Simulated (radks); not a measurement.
The erbium anion Er- inside a hard spherical wall (all orbitals vanish at R), configuration held at [Xe] 4f13 6s2 and not refilled when levels cross. Method: scalar-relativistic Kohn-Sham, r2SCAN, spin-polarised, spherical densities, finite nucleus; open shells are filled with parallel spins first (spin-orbit coupling, left out, can overturn this in heavy ions); meta-GGA in the generalised Kohn-Sham scheme; Fermi nuclear charge, rms radius 5.2516 fm; computed with a radial shooting solver on a logarithmic mesh with Libxc functionals. Eigenvalues in eV for spin up, with the zero of energy where the potential of the charges vanishes at infinity; a dash marks a level that is unbound or too diffuse for the functional's potential to be trusted. A positive occupied level is held by the wall or, in an anion where self-interaction has pushed it up, behind a barrier. The pressure on the wall is -dE/dV.

R (bohr)  E (hartree)  kinetic (hartree)    e(5s)    e(5p)   e(6s)  e(6p, empty)  e(5d, empty)   e(4f)  pressure (GPa)
10        -13086.2828          14185.890  -45.402  -19.650   1.138             -             -   5.367           0.383
7         -13086.1713          14186.153  -41.713  -16.151   3.743         7.151         7.907   9.234            3.85
5         -13085.8024          14187.187  -36.972  -11.736   9.977        16.422        13.199  14.255            36.6
4         -13085.1034          14189.420  -32.200   -7.330  19.850        30.300        19.397  19.617             177
3         -13082.3555          14198.927  -20.898    4.047  51.494        70.379        35.728  33.289            1460
2         -13064.3123          14256.750   23.353   55.147  199.40        237.34        104.55  82.826           26700
1.5       -13015.8041          14399.888   120.95   169.15  494.00        551.47        244.43  161.42          194000
